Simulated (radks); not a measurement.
Spherical quantum dot in the effective-mass picture: electrons in a parabolic well V = omega^2 r^2 / 2 with omega = 0.283, with a point charge +1 (a donor) at the centre, all in effective atomic units (hartree* = m*/eps^2 hartree, bohr* = eps/m* bohr), one dielectric constant everywhere. Method: non-relativistic Kohn-Sham, LDA (Slater exchange, Perdew-Wang correlation), spin-polarised, spherical densities; computed with a radial shooting solver with Libxc functionals. Levels are named by radial order and angular momentum (1s, 1p, 1d, 2s, ...), and open shells are averaged over m. Results are scaled to m* = 0.528 and eps = 5.7, for which hartree* = 442.2 meV and bohr* = 0.5713 nm.

N = 23, configuration 1s2 1p6 1d10 2s2 1f(up 3, down 0). This is the lowest configuration that the search found. Occupied and some empty levels:

level    occupation  eigenvalue (meV)  <r> (nm)
1s up             1            2084.6     1.471
1s down           1            2085.8     1.419
1p up             3            2149.9     2.683
1p down           3            2155.2     2.654
2s up             1            2166.4     2.448
2s down           1            2171.1     2.476
1d up             5            2195.7     3.007
1d down           5            2202.0     2.996
1f up             3            2248.1     3.236
1f down           0            2254.8     3.235
2p up             0            2272.2     2.659
2p down           0            2275.7     2.670
1g up             0            2307.2     3.426
1g down           0            2313.9     3.430
2d up             0            2343.9     2.993
2d down           0            2347.7     2.995

Energy (meV): total 29282.2, kinetic 2202.8, external 7822.5, Hartree 21576, exchange-correlation -2318.8.
